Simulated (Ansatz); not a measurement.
`N[CH]1[O][Al]1[BH]O`, relaxed with RKS PBE0-D4/def2-TZVP in the Gaussian-basis code of Ansatz from a PBE-D4/def2-SVP geometry. The force threshold is 0.005 eV/Å; the program also tests the step.

Charge 0, multiplicity 1.

Start:

```xyz
11

N     1.780    1.023   -1.714
C     0.453    1.079   -1.236
O    -0.457   -0.062   -1.555
Al   -0.357    0.031    0.201
B    -0.932   -1.139    1.892
O    -2.091   -0.826    2.531
H     2.261    0.151   -1.470
H     1.832    1.138   -2.737
H    -0.015    2.039   -1.540
H    -0.217   -2.041    2.319
H    -2.258   -1.392    3.310
```

(1) How much energy does the relaxation release, and in how many steps? (Estimate.)

(2) Which bonds change most? (An estimate is asked.)

(3) Give the relaxed structure. (Best estimate.)

Answers

(1) Ansatz gave: 0.07 eV, in 11 steps.

(2) Ansatz gave: O3–Al4 from 1.762 to 1.716 Å; C2–Al4 from 1.954 to 1.910 Å; B5–H10 from 1.228 to 1.206 Å; C2–H9 from 1.111 to 1.091 Å.

(3) Ansatz gave: 
```xyz
11

N     1.766    1.033   -1.710
C     0.453    1.067   -1.203
O    -0.441   -0.078   -1.554
Al   -0.335   -0.019    0.157
B    -0.917   -1.149    1.877
O    -2.049   -0.790    2.520
H     2.275    0.198   -1.460
H     1.790    1.137   -2.719
H    -0.029    1.999   -1.504
H    -0.264   -2.069    2.304
H    -2.249   -1.329    3.292
```
